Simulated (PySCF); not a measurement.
# Radial density of Ne+ (neon, charge +1)

UHF, [He] 2s2 2p4 3d1, one real determinant (an excited configuration). Calculation: PySCF 2.14, in aug-cc-pwCVTZ; no relativity, point nucleus.

```csv
r (bohr),4πr²ρ (e/bohr),4πr²(ρα − ρβ)
0.00290,0.06231,0.0000
0.00488,0.1701,0.0000
0.00821,0.4489,0.0000
0.0138,1.138,0.0001
0.0232,2.665,0.0006
0.0391,5.512,0.0033
0.0657,9.209,0.0204
0.111,10.90,0.1132
0.186,7.751,0.4673
0.313,4.840,1.3874
0.526,6.764,2.3350
0.885,5.494,1.7656
1.49,1.711,0.8479
2.50,0.5258,0.4873
4.21,0.001533,0.0015
```

⟨L²⟩ = 8.01 against 12 for a pure F term, so this real determinant mixes terms. The outer electron is Rydberg-like, and this basis confines it to a smaller radius and binds it less than a complete one would. At UHF the highest occupied level has a positive energy, so only the finite basis holds that electron; for this excited configuration the basis is too tight for the outer shell.
